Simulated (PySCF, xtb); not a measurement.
C2H5O, SMILES CC[O-], charge -1.

xtb with GFN2-xTB at its own geometry gives an orbital gap of 10.53 eV.

Geometry: PBE0-D3(BJ)/def2-SVPD.

Question: What does PBE/def2-TZVPD (PySCF) give? (The exact figures need the calculation; the answer reports its results.)

Answer: gap 2.22 eV (levels 1.59 and 3.81 eV).
